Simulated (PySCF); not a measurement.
Start geometry of dimethylselenide, `C[Se]C` from GFN2-xTB (Å):
```
atom  x, y, z in Å
C1     1.394    0.375    0.351
Se2    0.082    0.590   -1.112
C3    -1.390   -0.396   -0.277
H4     1.605   -0.654    0.507
H5     2.284    0.901    0.039
H6     0.963    0.862    1.244
H7    -1.037   -1.416   -0.076
H8    -2.194   -0.386   -0.962
H9    -1.649    0.106    0.680
```

Question: What comes out of this run: PySCF 2.14.0, PBE0-D3(BJ)/def2-TZVP geometry optimisation, gas phase?

Answer: 
```
atom  x, y, z in Å
C1     1.3135    0.4323    0.5032
Se2    0.2752    0.4555   -1.1350
C3    -1.2993   -0.4321   -0.4278
H4     1.4950   -0.5928    0.8252
H5     2.2651    0.9151    0.2834
H6     0.8012    0.9908    1.2861
H7    -1.0456   -1.4332   -0.0806
H8    -2.0172   -0.5052   -1.2438
H9    -1.7310    0.1521    0.3837
```

The energy falls by 1.7 kcal/mol over 7 energy and gradient evaluations, the largest force component goes from 0.0285 to 4.1e-04 Eh/bohr, and the atoms move by 0.022 Å rms after alignment. The bond that changes most is C1–Se2 (ends: sp3 carbon bound to selenium; selenium bonded to 2 C), which shortens by 0.037 Å. Bonds longer at the end by more than 0.005 Å: 3 of 8; shorter: 5. Among the angles that change most is Se2–C1–H6, from 107.0° to 110.4°. Rotational constants go from 11284, 6736, 4462 to 11466, 6893, 4555 MHz. The orientation of the end geometry is arbitrary; only internal coordinates are fixed.

The run used 146 basis functions and 46 SCF cycles in all.

No frequency check.
